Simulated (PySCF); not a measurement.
# A search over the determinants of WS

Unrestricted PBE0; basis W def2-TZVPP with ECP60, S def2-TZVPP; scalar-relativistic core potentials; PySCF 2.14. Outer shells of the fragments: W 5d4 6s2; S 3s2 3p4.

Followed along the bond (rough minima from three points):

| 2Ms+1 | unpaired | ⟨S²⟩ at the start | R at minimum (Å) | Te (eV) |
| --- | --- | --- | --- | --- |
| 5 | σ ↑, π ↑, δ ↑↑ | 6.21 | 2.13 | 0.00 |
| 3 | δ ↑↑ | 2.36 | 2.06 | 0.23 |
| 1 | δ ↑↓ | 1.00 | 2.05 | 0.52 |
| 3 | π ↑, δ ↑ | 2.98 | 2.11 | 0.90 |
| 5 | σ ↑↑, δ ↑↑ | 6.31 | 2.15 | 0.92 |
| 3 | σ ↑, π ↓, δ ↑↑ | 3.09 | 2.12 | 0.93 |

Solutions found at the starting distance of 2.270 Å, counted from the lowest of them; the search is not exhaustive and high or unbound solutions are not listed, so other states can lie among these:

```json
{"2Ms+1": "5", "unpaired": "σ ↑, π ↑, δ ↑↑", "term": "⁵Π", "E (eV)": "0.00", "⟨S²⟩": "6.21", "⟨Lz²⟩": "1.02", "μ (D)": "-4.37"}
{"2Ms+1": "3", "unpaired": "δ ↑↑", "term": "mixed", "E (eV)": "0.56", "⟨S²⟩": "2.36", "⟨Lz²⟩": "0.00", "μ (D)": "-2.15"}
{"2Ms+1": "5", "unpaired": "σ ↑↑, δ ↑↑", "term": "mixed", "E (eV)": "0.86", "⟨S²⟩": "6.31", "⟨Lz²⟩": "0.00", "μ (D)": "-1.18"}
{"2Ms+1": "1", "unpaired": "δ ↑↓", "term": "mixed", "E (eV)": "0.94", "⟨S²⟩": "1.00", "⟨Lz²⟩": "8.02", "μ (D)": "-3.17"}
{"2Ms+1": "3", "unpaired": "π ↑, δ ↑", "term": "mixed", "E (eV)": "0.97", "⟨S²⟩": "2.98", "⟨Lz²⟩": "5.04", "μ (D)": "-4.14"}
{"2Ms+1": "3", "unpaired": "σ ↑, π ↓, δ ↑↑", "term": "mixed", "E (eV)": "0.99", "⟨S²⟩": "3.09", "⟨Lz²⟩": "1.05", "μ (D)": "-4.50"}
{"2Ms+1": "1", "unpaired": "π ↓, δ ↑", "term": "mixed", "E (eV)": "1.10", "⟨S²⟩": "1.92", "⟨Lz²⟩": "5.31", "μ (D)": "-3.92"}
{"2Ms+1": "3", "unpaired": "π ↑, δ ↑", "term": "mixed", "E (eV)": "1.23", "⟨S²⟩": "2.11", "⟨Lz²⟩": "5.30", "μ (D)": "-3.52"}
{"2Ms+1": "5", "unpaired": "σ ↑, π ↑↑, δ ↑", "term": "⁵Δ", "E (eV)": "1.23", "⟨S²⟩": "6.03", "⟨Lz²⟩": "4.00", "μ (D)": "-4.76"}
{"2Ms+1": "7", "unpaired": "σ ↑, π ↑↑↑, δ ↑↑", "term": "⁷Π", "E (eV)": "1.55", "⟨S²⟩": "12.02", "⟨Lz²⟩": "1.02", "μ (D)": "-2.54"}
```

A term symbol is given only where ⟨S²⟩ and ⟨Lz²⟩ are close to those of a pure state; real π, δ and φ orbitals otherwise mix terms. A positive dipole means W(−)S(+).

**Question.** Compare the gap between the two lowest followed solutions at the starting distance with the gap between their minima.

**Answer.** At PBE0 the second solution (Ms = 1 of mixed spin, unpaired electrons δ ↑↑) lies +0.56 eV from the first (quintet, unpaired electrons σ ↑, π ↑, δ ↑↑) at 2.270 Å and +0.23 eV at the minima; the two curves relax by different amounts, since their minima lie near 2.06 and 2.13 Å.

Spin–orbit coupling is left out. With d or f electrons several states lie close, and the lowest PBE0 determinant need not be the measured ground state.
